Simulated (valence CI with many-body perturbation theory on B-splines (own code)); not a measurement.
Values are calculated unless marked as measured or tabulated.
## Xe14+: configurations and terms from energies and g

Method: valence CI with perturbative core correlation (CI+MBPT): four valence electrons over a frozen Dirac-Fock core [Kr], a basis of 9 s, 9 p, 10 d, 8 f, 5 g, 3 h, 1 i functions for each j, with the one-electron correlation potential Σ1, the two-electron term Σ2, the three-electron term Σ3, Breit, model QED; selected CI, second order for the rest (own B-spline code, finite nucleus).

No measured spectrum was set against this ion. As an estimate, terms of the open shell hold to 2 to 4 % of their energy, and close levels can change places. Core correlation moves these levels by up to 7100 cm⁻¹, and in measured spectra 5 to 20 % of such shifts remained as error; rates that hang on mixing are uncertain with them. Only levels of the ground parity were solved; by the run's estimate the other parity begins above the list, which can be wrong where configurations are misplaced.

| No. | J | Parity | E (eV) | g |
| --- | --- | --- | --- | --- |
| 2 | 1 | even | 0.9718 | 1.498 |
| 3 | 2 | even | 1.852 | 1.477 |
| 4 | 3 | even | 2.566 | 1.458 |
| 5 | 4 | even | 3.075 | 1.404 |
| 9 | 5 | even | 6.151 | 1.071 |
| 11 | 1 | even | 6.404 | 1.371 |
| 12 | 6 | even | 6.686 | 1.123 |
| 18 | 5 | even | 9.036 | 1.160 |
| 20 | 6 | even | 9.536 | 1.042 |
| 21 | 1 | even | 9.565 | 0.643 |

Energies count from the lowest level. Strongly mixed levels and levels close to another of their J and parity, and those with J = 0 are left out, so the numbers can have gaps.

Q: Give configuration and LS term of each level.

A: 2: 4d4 5D; 3: 4d4 5D; 4: 4d4 5D; 5: 4d4 5D; 9: 4d4 3H; 11: 4d4 3P; 12: 4d4 3H; 18: 4d4 3G; 20: 4d4 1I; 21: 4d4 3D.
